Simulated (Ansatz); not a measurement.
Input (CCSDT(Q)/cc-pVDZ; Ansatz, an electronic-structure program):

Ansatz 0.2 input:
```yaml
crystal:
  periodic: [false, false, false]
  atoms:
    - {symbol: Ge, position_ang: [-0.08119742, -0.65900165, 0.72992604]}
    - {symbol: Br, position_ang: [0.44455252, 0.95932566, -0.84708199]}
    - {symbol: O, position_ang: [-1.71713296, -1.33307378, 0.45117543]}
    - {symbol: H, position_ang: [0.89716306, -1.82867156, 0.56934148]}
    - {symbol: H, position_ang: [-0.12112021, 0.00491638, 2.11149158]}
basis:
  gaussian:
    orbitals: cc-pVDZ
magnetization: {spin_polarized: true, initial_magnetization: 1}
correlation: {method: ccsdt_q, electrons: outside_noble_gas}
```

Output:

```
Functional definition: HF
integrals: 0.16 GiB planned
1524 factors; integrals over basis functions are off by at most 1.9e-7 eV
mean field: 0.80 GiB planned
mean field evaluation 1: about -128529.4492 eV, gradient 3.5e1 eV
mean field evaluation 2: about -128529.4711 eV, gradient 3.5e1 eV
mean field evaluation 4: about -128538.2290 eV, gradient 1.1e1 eV
mean field evaluation 8: about -128540.0340 eV, gradient 6.7e-1 eV
mean field evaluation 16: about -128540.0416 eV, gradient 7.2e-6 eV
mean field evaluation 32: about -128540.0378 eV, gradient 5.4e-2 eV
mean field evaluation 64: about -128539.9314 eV, gradient 6.6e-3 eV
mean field evaluation 96: about -128537.8849 eV, gradient 8.7e0 eV
mean field evaluation 128: about -128530.9400 eV, gradient 2.9e1 eV
mean field evaluation 160: about -128533.1579 eV, gradient 3.7e1 eV
mean field evaluation 192: about -128537.9380 eV, gradient 3.6e-1 eV
mean field evaluation 224: about -128532.3511 eV, gradient 3.2e0 eV
mean field evaluation 256: about -128535.2376 eV, gradient 1.3e1 eV
mean field evaluation 288: about -128533.4772 eV, gradient 4.6e-1 eV
mean field evaluation 320: about -128527.7324 eV, gradient 1.6e1 eV
mean field evaluation 352: about -128532.7226 eV, gradient 4.5e0 eV
mean field evaluation 384: about -128532.5484 eV, gradient 1.1e-3 eV
mean field evaluation 416: about -128530.4142 eV, gradient 6.0e0 eV
mean field evaluation 448: about -128529.8667 eV, gradient 1.3e0 eV
mean field -128540.04156274 eV, -4723.7593998612 hartree, gradient 7.1e-6 eV, S^2 0.757286; 5 other end points of the search recorded, 0 dependent functions left out
determinant -128540.04156274 eV, -4723.7593998612 hartree, with singles and doubles -128550.48405601 eV, -4724.1431544108 hartree
determinant -128539.93136804 eV, -4723.7553502809 hartree, with singles and doubles -128550.35244490 eV, -4724.1383177915 hartree
determinant -128537.92713650 eV, -4723.6816961303 hartree, with singles and doubles -128548.44845951 eV, -4724.0683476190 hartree
determinant -128540.04156274 eV, -4723.7593998612 hartree, with singles and doubles -128550.48688296 eV, -4724.1432582993 hartree
determinant -128539.93136804 eV, -4723.7553502809 hartree, with singles and doubles -128550.35463842 eV, -4724.1383984021 hartree
29 core orbitals not correlated
reference -128540.04156274 eV, -4723.7593998612 hartree; 10, 9 occupied and 39, 40 virtual orbitals, 1524 factors
second order -9.41595440 eV of doubles, -0.00000000 eV of singles
coupled cluster: 1.83 GiB planned
cycle   1  -10.10464623 eV  change   -6.9e-1 eV  update   8.7e-2
cycle   2  -10.46989310 eV  change   -3.7e-1 eV  update   3.8e-2
cycle   3  -10.68818316 eV  change   -2.2e-1 eV  update   2.3e-2
cycle   4  -10.68581126 eV  change    2.4e-3 eV  update   9.6e-3
cycle   5  -10.68230999 eV  change    3.5e-3 eV  update   6.6e-3
cycle   6  -10.69110698 eV  change   -8.8e-3 eV  update   3.8e-3
cycle   7  -10.69334614 eV  change   -2.2e-3 eV  update   2.1e-3
cycle   8  -10.69306012 eV  change    2.9e-4 eV  update   1.1e-3
cycle   9  -10.69343457 eV  change   -3.7e-4 eV  update   5.9e-4
cycle  10  -10.69365049 eV  change   -2.2e-4 eV  update   3.6e-4
cycle  11  -10.69341287 eV  change    2.4e-4 eV  update   2.4e-4
cycle  12  -10.69348640 eV  change   -7.4e-5 eV  update   1.4e-4
cycle  13  -10.69348469 eV  change    1.7e-6 eV  update   7.7e-5
cycle  14  -10.69347890 eV  change    5.8e-6 eV  update   4.3e-5
cycle  15  -10.69352745 eV  change   -4.9e-5 eV  update   2.4e-5
cycle  16  -10.69354617 eV  change   -1.9e-5 eV  update   1.4e-5
cycle  17  -10.69354983 eV  change   -3.7e-6 eV  update   8.6e-6
cycle  18  -10.69355140 eV  change   -1.6e-6 eV  update   5.3e-6
cycle  19  -10.69355171 eV  change   -3.1e-7 eV  update   3.3e-6
cycle  20  -10.69355102 eV  change    6.9e-7 eV  update   1.7e-6
perturbative correction -0.02289398 eV, -0.0008413383 hartree
Total energy: -128550.75800774 eV, -4724.1532219510 hartree
```
